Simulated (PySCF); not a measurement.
## Polarisability and C₆ of Ir (iridium, neutral)

[Xe] 4f14 5d9, 2D determinant (an excited configuration). Computed with PySCF 2.14 in def2-TZVPPD with the def2 core potential (60 electrons), with a scalar-relativistic core potential. Coupled (time-dependent) response in atomic units; α is the mean over directions.

```json
{"method": "PW91", "mean α (bohr³)": "32.88", "α xx, yy, zz": "26.13, 26.13, 46.37", "C₆ (like pair)": "216.6", "S(−4)": "1200"}
```

S(−4) is the Cauchy moment in α(ω) = α(0) + S(−4) ω² + …

Spin-orbit coupling is absent.

α(iu) at PW91:

| u (hartree) | α(iu) (bohr³) |
| --- | --- |
| 0 | 32.88 |
| 0.0500 | 30.24 |
| 0.100 | 25.04 |
| 0.200 | 16.95 |
| 0.300 | 12.79 |
| 0.500 | 9.111 |
| 0.750 | 7.022 |
| 1.00 | 5.685 |
| 1.50 | 3.881 |
| 2.00 | 2.748 |
| 3.00 | 1.530 |
| 5.00 | 0.6474 |

A single London oscillator, α(iu) = α/(1 + u²/ω²), gives C₆ = (3/4) ω α². Matching the computed C₆ needs ω = 4 × 216.6 / (3 × 32.88²) = 0.267 hartree.

The components differ because the open shell of this determinant is not spherical; for a pure term their mean is the scalar polarisability.

Energies and moments cover only the electrons outside the core potential. Spin-orbit coupling, absent here, splits the open shell strongly.
